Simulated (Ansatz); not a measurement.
Two members of one family (Same ligands, another metal), computed with Ansatz in the gas phase; def2 core potentials for Hf, Zr, no spin–orbit coupling. The two geometries come from different levels. Binding counts from free atoms in the multiplicity of their measured ground term, without zero-point energy. A dash marks a value that wasn't run or was left out as unsound. The structures are stationary points that may keep the symmetry of their start. Remarks come from the PBE and PBE0 runs and from stability tests at other levels; not every state was tested. HOMO above LUMO (over both spins in singlets and doublets, within one spin in higher multiplets; at PBE or PBE0), or a gap under 0.15 eV within one spin, warns that the state may not be the lowest or that an electron is smeared out.

First: HfH4 (singlet, charge 0, B3LYP-D4/def2-TZVP geometry).

```xyz
5

Hf    0.0000    0.0000    0.0000
H    -0.4953   -0.3220   -1.7501
H    -1.0907   -0.9645    1.1370
H    -0.1703    1.8027    0.3652
H     1.7563   -0.5162    0.2479
```

```csv
level,HOMO (eV),LUMO (eV),gap (eV),vertical IE (eV),vertical triplet (eV),binding per atom (eV)
PBE-D4/def2-TZVP,-7.12,-3.07,4.05,10.30,3.69,2.50
r2SCAN-D4/def2-TZVP,-7.48,-2.81,4.67,10.50,3.89,2.55
r2SCANh-D4/def2-TZVP,-7.96,-2.44,5.51,–,–,2.54
PBE0-D4/def2-SVP,-8.39,-2.06,6.33,–,–,2.43
ωB97M-V/def2-TZVP,-10.79,0.05,10.84,–,–,2.55
```

Metal–donor distances: 4 × H 1.85 Å. Remarks: gap within one spin near zero at PBE or PBE0 (+1 doublet), gap within one spin near zero at PBE or PBE0 (triplet).

Second: ZrH4 (singlet, charge 0, PBE-D4/def2-TZVP geometry).

```xyz
5

Zr    0.000    0.000    0.000
H    -1.419   -0.499    1.079
H    -0.518   -0.077   -1.775
H     1.422   -1.152    0.278
H     0.516    1.727    0.418
```

Task: Estimate how these quantities change from the first to the second (second minus first).

Result: 
```json
{"level": "PBE-D4/def2-TZVP", "Δ HOMO (eV)": "-0.08", "Δ LUMO (eV)": "-0.44", "Δ gap (eV)": "-0.35", "Δ vertical IE (eV)": "0.08", "Δ vertical triplet (eV)": "-0.36", "Δ binding per atom (eV)": "–"}
{"level": "r2SCAN-D4/def2-TZVP", "Δ HOMO (eV)": "-0.07", "Δ LUMO (eV)": "-0.45", "Δ gap (eV)": "-0.39", "Δ vertical IE (eV)": "0.07", "Δ vertical triplet (eV)": "-0.38", "Δ binding per atom (eV)": "–"}
{"level": "r2SCANh-D4/def2-TZVP", "Δ HOMO (eV)": "-0.06", "Δ LUMO (eV)": "-0.44", "Δ gap (eV)": "-0.37", "Δ vertical IE (eV)": "–", "Δ vertical triplet (eV)": "–", "Δ binding per atom (eV)": "–"}
{"level": "PBE0-D4/def2-SVP", "Δ HOMO (eV)": "-0.10", "Δ LUMO (eV)": "-0.35", "Δ gap (eV)": "-0.26", "Δ vertical IE (eV)": "–", "Δ vertical triplet (eV)": "–", "Δ binding per atom (eV)": "0.01"}
{"level": "ωB97M-V/def2-TZVP", "Δ HOMO (eV)": "-0.07", "Δ LUMO (eV)": "-0.36", "Δ gap (eV)": "-0.29", "Δ vertical IE (eV)": "–", "Δ vertical triplet (eV)": "–", "Δ binding per atom (eV)": "-0.08"}
```

Metal–donor distances: 4 × H 1.85 Å. Remarks: gap within one spin near zero at PBE or PBE0 (+1 doublet), gap within one spin near zero at PBE or PBE0 (triplet).
